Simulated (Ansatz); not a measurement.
Reaction (formal exchange of groups at a B–C bond): `B[CH2][SnH3]` + `CCC(C)F` → `BC(F)CC` + `C[CH2][SnH3]`

Isolated molecules relaxed with PBE0-D4/def2-TZVP in Ansatz; ΔE leaves out vibrations. CCSD(T)/CBS adds triple-zeta CCSD(T) − MP2 to the extrapolated MP2 energy (def2 sets, frozen cores). DFT in def2-TZVPP. B3LYP here is the variant with VWN-RPA as its local correlation; programs differ in this. Elements past krypton have def2 core potentials. For Sn outer-core shells are correlated without core-valence functions, which leaves a few kJ/mol of doubt a bond. Each species was taken in one conformer, which may not be the lowest.

| level | ΔE (kJ/mol) |
| --- | --- |
| B3LYP-D4 | 70.3 |
| PBE | 74.1 |
| HF/def2-TZVPP | 65.2 |
| MP2/def2-TZVPP | 79.0 |
| CCSD/def2-TZVPP | 73.3 |
| HF/def2-QZVPP | 65.4 |
| MP2/def2-QZVPP | 79.7 |
| CCSD/CBS(def2) | 74.2 |

**Question.** What does CCSD(T)/CBS give? (An estimate is asked.)

**Answer.** The calculation gave: +76.7 kJ/mol. The listed levels differ from it by -6.4, -2.6, -11.5, 2.3, -3.4, -11.3, 3.0, -2.5 kJ/mol.

Largest T1 diagnostic among the species: 0.012.

In def2-TZVPP, CCSD(T) changes the Hartree–Fock value by +10.6 kJ/mol (the triples alone add +2.5 kJ/mol) and MP2 by +13.9 kJ/mol.
